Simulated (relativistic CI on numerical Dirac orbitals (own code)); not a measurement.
**Co³⁺ in a cubic cluster: 3s photoemission with charge transfer**

Computed with a charge-transfer multiplet model of a cubic metal-ligand cluster with up to 3 ligand holes, Slater and spin-orbit integrals from Dirac-Coulomb-Breit ions, Slater integrals scaled by 0.9. The parameters are those of a tetrahedral site (10Dq negative, t2 hopping the larger). The ground state mixes d6 with configurations of k ligand holes L, whose averages lie at kΔ + k(k − 1)U_dd/2; a core hole lowers each added d electron by U_cd. 20 K, Lorentzian 1.4 eV and Gaussian 0.8 eV FWHM.

Atomic integrals in eV (Slater integrals scaled, ζ unscaled), ground: F2dd 11.345, F4dd 7.087, zeta_d 0.071; with the core hole: F2dd 12.266, F4dd 7.704, zeta_d 0.081, G2cd 12.140.

Cluster parameters (eV): Δ = 1.2, U_dd = 6, U_cd = 7.4, 10Dq = -0.15, 10Dq(ligand) = 0, final-state hopping factor = 1.

| Case | n_d | d6 | d7L | d8L2 | d9L3 | S |
| --- | --- | --- | --- | --- | --- | --- |
| V(eg) = 0.33 eV, V(t2g) = -0.56 eV | 6.08 | 0.92 | 0.08 | 0.00 | 0.00 | 2.00 |
| V(eg) = 0.63 eV, V(t2g) = -1.07 eV | 6.22 | 0.79 | 0.21 | 0.01 | 0.00 | 2.00 |
| V(eg) = 1.23 eV, V(t2g) = -2.08 eV | 6.45 | 0.59 | 0.37 | 0.04 | 0.00 | 2.00 |
| V(eg) = 1.53 eV, V(t2g) = -2.59 eV | 6.54 | 0.53 | 0.41 | 0.06 | 0.00 | 2.00 |
| V(eg) = 1.83 eV, V(t2g) = -3.09 eV | 6.61 | 0.47 | 0.44 | 0.08 | 0.00 | 2.00 |

Weights, n_d and S are thermal averages at 20 K. Binding energies count from the first peak over 30 % of the highest in each spectrum, which can be another peak from case to case. The parameters are a model scan and need not match a compound or its usual spin state. Peaks in eV (height, largest 100):
- V(eg) = 0.33 eV, V(t2g) = -0.56 eV: 0.0 (41), 4.1 (100), 9.2 (15), 11.0 (13), 16.1 (84)
- V(eg) = 0.63 eV, V(t2g) = -1.07 eV: 0.0 (100), 4.4 (73), 5.7 (57), 9.1 (38), 12.5 (28), 15.0 (24), 17.8 (62)
- V(eg) = 1.23 eV, V(t2g) = -2.08 eV: 0.0 (100), 6.8 (40), 9.6 (32), 15.2 (24), 21.8 (13)
- V(eg) = 1.53 eV, V(t2g) = -2.59 eV: 0.0 (100), 8.2 (42), 16.5 (22), 23.8 (7)
- V(eg) = 1.83 eV, V(t2g) = -3.09 eV: 0.0 (100), 4.1 (18), 9.2 (48), 13.2 (11), 17.8 (20)

Curve for V(eg) = 1.53 eV, V(t2g) = -2.59 eV (points under 2 left out, the grid thinned):

E (eV), Intensity and a bar:
```
     -3.9        4.3 #
     -3.2        6.2 #
     -2.6        9.1 ##
     -1.9       16.5 #####
     -1.2       36.3 ###########
     -0.6       74.5 #######################
      0.1       98.0 ##############################
      0.8       54.2 ################
      1.4       27.9 ########
      2.1       18.1 #####
      2.8       16.3 ####
      3.5       16.0 ####
      4.1       14.2 ####
      4.8       10.5 ###
      5.5       10.2 ###
      6.1       12.5 ###
      6.8       18.4 #####
      7.5       33.1 ##########
      8.1       42.1 #############
      8.8       39.9 ############
      9.5       30.1 #########
     10.1       21.3 ######
     10.8       17.6 #####
     11.5       15.7 ####
     12.1       13.3 ####
     12.8        9.6 ##
     13.5        7.5 ##
     14.1        7.6 ##
     14.8        8.3 ##
     15.5       12.2 ###
     16.1       19.6 #####
     16.8       20.2 ######
     17.5       11.7 ###
     18.1        8.1 ##
     18.8        6.5 #
     19.5        5.9 #
     20.2        4.9 #
     20.8        3.9 #
     21.5        3.4 
     22.2        3.4 
     22.8        4.1 #
     23.5        6.7 #
     24.2        6.6 #
     24.8        3.8 #
     25.5        2.1
```

For the case V(eg) = 1.23 eV, V(t2g) = -2.08 eV, Δ = 1.2 eV is smaller than U_dd = 6 eV, the charge-transfer side of the Zaanen-Sawatzky-Allen scheme. With the core hole the average of the configuration with one ligand hole lies at Δ − U_cd = -6.2 eV before mixing: it lies below the unscreened one, so the lowest final states are mostly screened and the unscreened weight appears at higher binding energy as a satellite.

Without intra-shell correlation the exchange splitting of the 3s hole comes out too large.
